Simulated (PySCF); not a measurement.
Computed IR spectrum (relative IR intensity) of a molecule CH6ClFSi2. The structure is a stationary point at PBE-D3(BJ)/def2-SVP. The values are those of a single conformer. Level of theory: PBE-D3(BJ)/def2-SVP in PySCF. Frequencies are harmonic and unscaled.

ν (cm⁻¹): 226 (w), 236 (w), 402 (w), 484 (w), 490 (w), 541 (s), 704 (m), 758 (m), 765 (vs), 835 (s), 873 (m), 897 (m), 902 (m), 1216 (m), 1372 (w), 2154 (m), 2168 (m), 2180 (m) (against the strongest line: vs over 80 %, s over 45 %, m over 15 %, w over 4 %, vw less)

### Question
Pick the molecule that these values belong to.
(A) F[Si@H](Cl)C[SiH3]
(B) C[SiH2][Si@@H](F)Cl
(C) C[Si@@](F)([SiH3])Cl
(D) F[C@@H]([SiH3])[SiH2]Cl

### Answer
C, C[Si@@](F)([SiH3])Cl
